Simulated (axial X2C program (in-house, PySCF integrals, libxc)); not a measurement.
# ScI along the bond: PBE0, scalar-relativistic

Calculated with an in-house all-electron X2C program for linear molecules (integrals from PySCF). Spin-free means the one-electron spin-free X2C Hamiltonian. Basis: I dyall-cv3z [11s12p8d4f1g], Sc dyall-cv3z [10s11p7d5f2g] (cores contracted in-house); Gaussian nuclei, density fitting, unrestricted open shells. Masses: I 126.904 u, Sc 44.956 u.

State: M_S = 1, Λ = 2 (beyond evenly filled blocks: σα, δ+α). Dipoles are positive if Sc is the positive end.

| R (Å) | μ (D) | HOMO (eV) | LUMO (eV) | ⟨S²⟩ |
| --- | --- | --- | --- | --- |
| 2.457 | 3.373 | -4.34 | -1.94 | 2.003 |
| 2.538 | 3.626 | -4.52 | -2.02 | 2.003 |
| 2.619 | 3.922 | -4.68 | -2.10 | 2.003 |
| 2.700 | 4.252 | -4.85 | -2.19 | 2.002 |
| 2.795 | 4.675 | -5.03 | -2.29 | 2.002 |
| 2.889 | 5.126 | -5.13 | -2.40 | 2.002 |
| 3.010 | 5.740 | -5.26 | -2.54 | 2.002 |

**Question.** The minimum lies at 2.694 Å. What is the dipole moment there, and its slope?

**Answer.** At PBE0, spin-free, with the sign and origin stated: μ = 4.23 D, dμ/dR = 4.25 D/Å.

Occupations by symmetry block were frozen at the best pattern of an incomplete PBE0 search. PBE0 can misorder states that lie within some tenths of an eV, so this need not be the ground state of the molecule. The nearest other spin-free determinant of the search, M_S = 1, Λ = 1, lies 0.16 eV up at the distance of the search. Without a current term, density functionals place determinants with orbital angular momentum somewhat too high. Spin–orbit coupling changes these values markedly for this molecule (Re by over 0.02 Å or De by over 0.25 eV), so the spin-free numbers are a model.
